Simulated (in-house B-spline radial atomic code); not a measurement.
Atomic self-consistent-field run: W2+. Computed with a B-spline radial code for spherical atoms: Dirac-Hartree-Fock, average of configuration, Fermi nucleus of rms radius 5.3658 fm, inside a hard spherical wall at 3.83 bohr.

Command:
```bash
python run_scf.py task.json out
```
Settings (nuclear radius in fm, mass in u):
```
Z                74
configuration    [Xe] 4f14 5d3 5f1
hamiltonian      dirac
method           hf
spin_polarised   False
nucleus          fermi
rms_radius       5.3658
atomic_mass      183.95093
speed_of_light   137.035999084
wall_radius      3.83
```

Output (hartree, bohr):
```
 radial grid: 61 intervals, B-splines of order 8, outer radius 3.83 bohr

 iter        energy (Eh)    residual
    1      -16153.352027    6.30e-01
    2      -16153.786505    1.25e-01
    3      -16154.106911    2.44e-02
    4      -16154.114769    4.09e-03
    5      -16154.115073    2.82e-03
    6      -16154.115179    1.59e-03
    7      -16154.115230    8.20e-05
    8      -16154.115230    3.96e-05
    9      -16154.115230    9.42e-07
   10      -16154.115230    2.62e-07

 total energy                    -16154.11523
 kinetic                           18189.5601
 electron-nucleus                 -40313.0558
 electron-electron                  5969.3806

 first-order corrections (not in the total)
   Gaunt                            19.2290
   retardation                      -2.0365
   frequency dependence             -0.3336
   self-energy                      14.0049
   Uehling                          -2.6284
   Wichmann-Kroll                    0.1044

 orbital      occ     eigenvalue          <r>       <r^2>       <1/r>       <r^4>     <1/r^3>       r_max    small
 1s1/2      2.000     -2571.8674    0.0183458 0.000463003     87.0374 5.82431e-07           -     0.01146  7.79e-02
 2s1/2      2.000      -449.3935    0.0768968    0.007055     21.1965 8.70583e-05           -     0.06582  1.77e-02
 2p1/2      2.000      -428.8192    0.0637318  0.00505484     21.1178 5.27947e-05           -     0.04903  1.77e-02
 2p3/2      4.000      -379.0048    0.0716476  0.00625067     17.7598 7.67789e-05     16287.9     0.05583  1.60e-02
 3s1/2      2.000      -106.2165       0.2001   0.0459286     7.79476  0.00319593           -      0.1852  5.84e-03
 3p1/2      2.000       -97.0933      0.19042   0.0422733     7.69569  0.00283842           -      0.1737  5.76e-03
 3p3/2      4.000       -86.1545     0.204974   0.0487832     6.83248  0.00374578     3704.36      0.1875  5.28e-03
 3d3/2      4.000       -71.0033     0.179742   0.0379619     6.70641  0.00256346     636.379      0.1472  5.14e-03
 3d5/2      6.000       -68.6485     0.184233   0.0397533     6.50224  0.00278843     542.119       0.151  5.00e-03
 4s1/2      2.000       -23.5740     0.449827    0.228473     3.24934   0.0757155           -      0.4213  1.89e-03
 4p1/2      2.000       -19.7518     0.455697    0.236394     3.13653   0.0833305           -      0.4217  1.80e-03
 4p3/2      4.000       -17.1912     0.487074    0.269853     2.85197     0.10859     848.583      0.4501  1.63e-03
 4d3/2      4.000       -10.9046     0.505281    0.295959     2.63105    0.141663     128.067       0.448  1.43e-03
 4d5/2      6.000       -10.4244     0.516501    0.309059     2.55954    0.154439     106.888      0.4574  1.38e-03
 5s1/2      2.000        -4.0394      1.08326     1.31774      1.2338     2.55719           -      0.9731  3.98e-04
 5p1/2      2.000        -2.8008      1.18505     1.58715     1.11564     3.81198           -       1.042  3.34e-04
 5p3/2      4.000        -2.4193      1.27816     1.84394     1.01757     5.11433     115.145       1.121  2.89e-04
 4f5/2      6.000        -2.4837     0.593361    0.436851     2.11368    0.430591     19.6646      0.4289  9.89e-04
 4f7/2      8.000        -2.3950     0.602353    0.450702     2.08331    0.460552     18.7446      0.4342  9.67e-04
 5d3/2      1.200        -0.9211      1.66911     3.13994    0.754986     14.4711     10.0781       1.423  1.63e-04
 5d5/2      1.800        -0.8905      1.70173     3.25448    0.736684     15.3767     8.30565       1.462  1.56e-04
 5f5/2      0.429         0.2954      2.34137     5.85363     0.49657     41.4976    0.876911       2.429  8.39e-05
 5f7/2      0.571         0.2961      2.34297     5.86352    0.497697     41.6262    0.883798       2.432  8.52e-05
```

Time taken, with all properties: 0.74 s on 1 thread of Intel(R) Xeon(R) 6975P-C, on a shared host.

For the Dirac Hamiltonian the kinetic term is c α·p + (β - 1)c².
